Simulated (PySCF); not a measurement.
## Basis and Hamiltonian dependence of the ionisation energy of As

As [Ar] 3d10 4s2 4p3 (4S) → As⁺ [Ar] 3d10 4s2 4p2 (3P). All values are computed (PySCF 2.14, energy differences of UHF-based or UKS calculations, no spin-orbit coupling). Values in eV.

```csv
basis,Hamiltonian,functions,UHF,LDA,PBE0,MP2 (valence),CCSD(T) (valence),CCSD(T) (valence and next inner shell)
aug-cc-pVDZ-PP with ECP10MDF,ECP,32,9.431,9.988,9.922,9.810,9.779,n/a
def2-SVP,non-relativistic,32,9.463,10.026,n/a,9.796,9.744,n/a
ANO-RCC-VTZP,spin-free X2C,43,9.420,10.019,9.946,9.901,9.902,9.946
Sapporo-DKH3-DZP-2012,spin-free X2C,43,9.420,n/a,n/a,9.801,9.763,n/a
x2c-TZVPall,spin-free X2C,48,9.436,n/a,n/a,9.909,9.910,n/a
def2-TZVP,non-relativistic,48,9.450,10.053,n/a,9.925,9.920,n/a
def2-TZVPPD,non-relativistic,54,9.447,10.053,9.968,9.921,9.916,9.953
"x2c-TZVPPall with one added diffuse shell each of s, p, d type",spin-free X2C,57,9.417,10.033,9.946,9.891,9.892,9.935
aug-cc-pVQZ-PP with ECP10MDF,ECP,89,9.409,9.981,9.912,9.931,9.928,n/a
aug-cc-pVQZ-DK,spin-free X2C,93,9.409,10.019,9.936,9.927,9.925,n/a
def2-QZVPPD,non-relativistic,95,9.436,10.051,9.970,9.951,9.947,n/a
x2c-QZVPPall,spin-free X2C,97,9.407,10.022,9.937,9.918,9.918,n/a
"x2c-QZVPPall with one added diffuse shell each of s, p, d, f type",spin-free X2C,113,9.407,10.024,9.939,9.921,n/a,n/a
"aug-cc-pVQZ-PP with one added diffuse shell each of s, p, d, f, g type with ECP10MDF",ECP,114,9.409,9.981,9.912,9.931,n/a,n/a
```

Frozen in the all-electron rows: valence: [Ar] 3d10; valence and next inner shell: [Ne]; with a core potential, the same shells as far as they lie outside it.

Non-relativistic rows lack the scalar-relativistic shift.

Reference for a calculation without spin-orbit coupling: 10.008 eV (measured, between term centres; NIST).
